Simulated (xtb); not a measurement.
In(H)(Cl)(Et) (C₂H₆ClIn), SMILES C[CH2][InH][Cl]. All values are semi-empirical tight-binding results from xtb (GFN2-xTB unless named), good for trends rather than for accurate numbers. The structure is a stationary point at GFN2-xTB. The structure was generated by enumeration; whether it is a known compound was not checked. Other conformers were not sampled.

For metal compounds this method's bond lengths and energies can be far off.

```
Item                                          Result
-------------------------------------  -------------
orbital gap                                  3.51 eV
zero-point energy                      42.6 kcal/mol
G − E(el) at 298.15 K (modified RRHO)  21.9 kcal/mol
```
